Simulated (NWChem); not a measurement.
System: CH4FGaO; SMILES [GaH]([F])[O]C

NWChem input:

```
start job
memory heap 200 mb stack 900 mb global 1100 mb
geometry units angstroms noautosym nocenter noautoz
  Ga    -0.248150     0.423422     0.000588
  H     -1.793697     0.530858     0.004936
  F      0.760749     1.847960    -0.004415
  O      0.705105    -1.065898     0.003012
  C      0.189690    -2.365418    -0.001511
  H      0.514293    -2.904551    -0.909155
  H      0.567428    -2.928486     0.870086
  H     -0.916731    -2.408723     0.031124
end
basis spherical
  * library sto-3g
end
dft
  xc hfexch
  iterations 150
end
property
  shielding
end
task dft property
```

Parts of the log:

```
             Northwest Computational Chemistry Package (NWChem) 7.3.0
             --------------------------------------------------------

                             Geometry "geometry" -> ""
                             -------------------------

 Output coordinates in angstroms (scale by  1.889725989 to convert to a.u.)

  No.       Tag          Charge          X              Y              Z
 ---- ---------------- ---------- -------------- -------------- --------------
    1 Ga                  31.0000    -0.24815000     0.42342200     0.00058800
    2 H                    1.0000    -1.79369700     0.53085800     0.00493600
    3 F                    9.0000     0.76074900     1.84796000    -0.00441500
    4 O                    8.0000     0.70510500    -1.06589800     0.00301200
    5 C                    6.0000     0.18969000    -2.36541800    -0.00151100
    6 H                    1.0000     0.51429300    -2.90455100    -0.90915500
    7 H                    1.0000     0.56742800    -2.92848600     0.87008600
    8 H                    1.0000    -0.91673100    -2.40872300     0.03112400

 Effective nuclear repulsion energy (a.u.)     280.1446606643

  xc_inp: hfexch multiplicative factor not found.
                              NWChem Property Module
                              ----------------------

  itol2e modified to match energy
  convergence criterion.

                                 NWChem DFT Module
                                 -----------------

 Summary of "ao basis" -> "ao basis" (spherical)
 ------------------------------------------------------------------------------
       Tag                 Description            Shells   Functions and Types
 ---------------- ------------------------------  ------  ---------------------
 Ga                          sto-3g                  8       18   4s3p1d
 H                           sto-3g                  1        1   1s
 F                           sto-3g                  3        5   2s1p
 O                           sto-3g                  3        5   2s1p
 C                           sto-3g                  3        5   2s1p

  itol2e modified to match energy
  convergence criterion.

            General Information
            -------------------
          SCF calculation type: DFT
          Wavefunction type:  closed shell.
          No. of atoms     :     8
          No. of electrons :    58
           Alpha electrons :    29
            Beta electrons :    29
          Charge           :     0
          Spin multiplicity:     1
          Use of symmetry is: off; symmetry adaption is: off
          Maximum number of iterations: 150
          AO basis - number of functions:    37
                     number of shells:    21
          Convergence on energy requested:  1.00D-07
          Convergence on density requested:  1.00D-05
          Convergence on gradient requested:  5.00D-04

              XC Information
              --------------
                     Hartree-Fock (Exact) Exchange  1.000

      Superposition of Atomic Density Guess
      -------------------------------------

 Sum of atomic energies:       -2111.55895917

      Non-variational initial energy
      ------------------------------

 Total energy =   -2111.607770
 1-e energy   =   -3531.259110
 2-e energy   =    1139.506680
 HOMO         =      -0.023494
 LUMO         =       0.217659

[...]

          -----------------------------------------
          Chemical Shielding Tensors (GIAO, in ppm)
          -----------------------------------------

                                NWChem CPHF Module
                                ------------------

  scftype          =     RHF
  nclosed          =       29
  nopen            =        0
  variables        =      232
  # of vectors     =        3
  tolerance        = 0.10D-03
  level shift      = 0.00D+00
  max iterations   =       50
  max subspace     =       30

 SCF residual:    3.0495047555752029E-005

Iterative solution of linear equations
  No. of variables      232
  No. of equations        3
  Maximum subspace       30
        Iterations       50
       Convergence  1.0D-04

   iter   nsub   residual    time
   ----  ------  --------  ---------
     1      3    1.53D+00       7.1
     2      6    4.71D-01       8.0
     3      9    1.59D-01       8.9
     4     12    9.99D-02       9.8
     5     15    4.42D-02      10.7
     6     18    1.01D-02      11.6
     7     21    3.13D-03      12.5
     8     24    1.17D-03      13.4
     9     27    4.58D-04      14.3
    10     30    9.04D-05      15.2

      Atom:    1  Ga
        Diamagnetic
   2612.3035     -1.5305      0.0036
     -1.5305   2615.3032     -0.0019
      0.0036     -0.0019   2610.8708

        Paramagnetic
  -1089.5839    -86.2256      2.2157
    -86.2256  -1401.0585      2.6338
      2.2157      2.6338   -816.2017

        Total Shielding Tensor
   1522.7195    -87.7561      2.2193
    -87.7561   1214.2448      2.6319
      2.2193      2.6319   1794.6691

           isotropic =    1510.5445
          anisotropy =     426.2241

          Principal Components and Axis System
                 1           2           3
             1794.6939   1545.9285   1191.0110

      1         0.0070      0.9667      0.2558
      2         0.0035     -0.2558      0.9667
      3         1.0000     -0.0059     -0.0052

      Atom:    2  H
        Diamagnetic
     43.4548     -2.0055     -0.0550
     -2.0055     25.1301      0.0037
     -0.0550      0.0037     23.7378

        Paramagnetic
     -8.1536      0.2611      0.0306
      0.2611      1.8823      0.0020
      0.0306      0.0020      4.8026

        Total Shielding Tensor
     35.3012     -1.7443     -0.0245
     -1.7443     27.0124      0.0057
     -0.0245      0.0057     28.5404

           isotropic =      30.2847
          anisotropy =       8.0532

          Principal Components and Axis System
                 1           2           3
               35.6534     28.5403     26.6603

      1         0.9802      0.0035      0.1979
      2        -0.1979     -0.0003      0.9802
      3        -0.0035      1.0000     -0.0004

      Atom:    3  F
        Diamagnetic
    451.2525     24.6763     -0.0839
     24.6763    471.0495     -0.1268
     -0.0839     -0.1268    435.3968

        Paramagnetic
    -67.3912    -27.3749      1.5184
    -27.3749   -188.4647      0.8173
      1.5184      0.8173    359.4741

        Total Shielding Tensor
    383.8613     -2.6986      1.4345
     -2.6986    282.5848      0.6904
      1.4345      0.6904    794.8709

           isotropic =     487.1057
          anisotropy =     461.6567

          Principal Components and Axis System
                 1           2           3
              794.8768    383.9283    282.5119

      1         0.0035      0.9996      0.0266
      2         0.0013     -0.0266      0.9996
      3         1.0000     -0.0034     -0.0014

      Atom:    4  O
        Diamagnetic
    369.7859     -5.3092      0.0942
     -5.3092    409.4209      0.0414
      0.0942      0.0414    353.1648

        Paramagnetic
     23.8025    -56.5039      0.0198
    -56.5039   -234.6141      0.2495
      0.0198      0.2495    172.6145

        Total Shielding Tensor
    393.5884    -61.8131      0.1140
    -61.8131    174.8068      0.2909
      0.1140      0.2909    525.7793

           isotropic =     364.7248
          anisotropy =     241.5821

          Principal Components and Axis System
                 1           2           3
              525.7796    409.8447    158.5502

      1         0.0005      0.9671      0.2543
      2         0.0007     -0.2543      0.9671
      3         1.0000     -0.0003     -0.0008

      Atom:    5  C
        Diamagnetic
    245.7499      1.1375      0.0131
      1.1375    255.2091      0.0244
      0.0131      0.0244    244.8905

        Paramagnetic
    -64.1665     15.1795     -0.0885
     15.1795    -26.4325      0.0686
     -0.0885      0.0686    -76.7792

        Total Shielding Tensor
    181.5834     16.3169     -0.0754
     16.3169    228.7767      0.0930
     -0.0754      0.0930    168.1113

           isotropic =     192.8238
          anisotropy =      61.5676

          Principal Components and Axis System
                 1           2           3
              233.8689    176.4925    168.1100

      1         0.2979      0.9545      0.0110
      2         0.9546     -0.2979     -0.0045
      3         0.0010     -0.0119      0.9999

      Atom:    6  H
        Diamagnetic
     25.9388     -2.1555     -3.0878
     -2.1555     32.7432      6.8328
     -3.0878      6.8328     34.3231

        Paramagnetic
      1.8552      0.6241      1.2655
      0.6241     -0.0611     -2.1868
      1.2655     -2.1868     -2.4634

        Total Shielding Tensor
     27.7940     -1.5314     -1.8223
     -1.5314     32.6821      4.6460
     -1.8223      4.6460     31.8597

           isotropic =      30.7786
          anisotropy =      10.0955

          Principal Components and Axis System
                 1           2           3
               37.5089     27.7712     27.0557

      1        -0.2363     -0.4651      0.8532
      2         0.7117     -0.6806     -0.1739
      3         0.6615      0.5661      0.4918

[...]
```

Level: Hartree-Fock/STO-3G, GIAO. STO-3G and 3-21G are far too small for this property and stand as cheap habits. Structure relaxed at the PBE0/def2-SVP level. The printed shielding anisotropy is the first printed principal value minus the mean of the other two.
